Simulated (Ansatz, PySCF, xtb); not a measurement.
Pair of molecules: HCl (SMILES Cl) (first 2 atoms) with H2 (SMILES [H][H]); geometry from B3LYP-D3(BJ)/def2-TZVP, rigid monomers moved along the line of their centres of mass till H2···H4 is 2.65 Å.
(charge 0, multiplicity 1):
| atom | x (Å) | y (Å) | z (Å) |
|---|---|---|---|
| Cl | -0.1180 | -0.5884 | -0.7213 |
| H | -0.0738 | -0.4022 | 0.5470 |
| H | -0.3408 | 0.0772 | 3.1438 |
| H | 0.3777 | -0.1197 | 3.1468 |

Interaction energies are E(AB) − E(A) − E(B) at the monomers' geometry in the complex; basis-set methods are counterpoise corrected. Rows marked so take none.

Correlated levels freeze the cores. Rows in 3-21G, 6-31G* carry no dispersion term and start afresh at each structure (6-31G* with six Cartesian d functions). MP2/6-31G* freezes PySCF's default core.

The values were computed with Ansatz (an electronic-structure program); PySCF for 3-21G rows, 6-31G* rows, the dispersion terms; xtb for the GFN methods. 

```json
[
 {"level": "GFN2-xTB", "interaction energy (kJ/mol)": "-1.2"},
 {"level": "HF/3-21G (no counterpoise)", "interaction energy (kJ/mol)": "-0.6"},
 {"level": "PBE-D4/def2-TZVPPD", "interaction energy (kJ/mol)": "…"},
 {"level": "B3LYP-D3(BJ)/def2-TZVPPD", "interaction energy (kJ/mol)": "-2.1"},
 {"level": "MP2/6-31G* (no counterpoise)", "interaction energy (kJ/mol)": "-0.6"},
 {"level": "MP2/aug-cc-pV(T+d)Z", "interaction energy (kJ/mol)": "-2.0"},
 {"level": "SCS-MP2/aug-cc-pV(D+d)Z", "interaction energy (kJ/mol)": "-1.4"},
 {"level": "SCS-MP2/aug-cc-pV(T+d)Z", "interaction energy (kJ/mol)": "-1.7"},
 {"level": "SCS-MP2/aug-cc-pV(Q+d)Z", "interaction energy (kJ/mol)": "-1.7"}
]
```

Question: Complete the blanks.

Answer: 
- PBE-D4/def2-TZVPPD, interaction energy (kJ/mol): -2.8
